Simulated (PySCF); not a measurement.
# Radial density of Ar (argon, neutral)

LDA, [Ar], closed-shell 1S. All numbers are calculated (PySCF 2.14, scalar relativity by spin-free X2C-1e, in cc-pVTZ-DK).

```csv
r (bohr),4πr²ρ (e/bohr)
0.00174,0.1692
0.00292,0.4358
0.00491,1.099
0.00826,2.656
0.0139,5.957
0.0234,11.74
0.0393,18.57
0.0661,20.66
0.111,15.66
0.187,16.44
0.315,20.88
0.529,9.699
0.890,4.743
1.50,5.104
2.52,1.364
4.24,0.07757
7.13,2.228e-05
```

Densities and radii are taken from the X2C orbitals without a picture-change correction, which distorts them close to the nucleus.
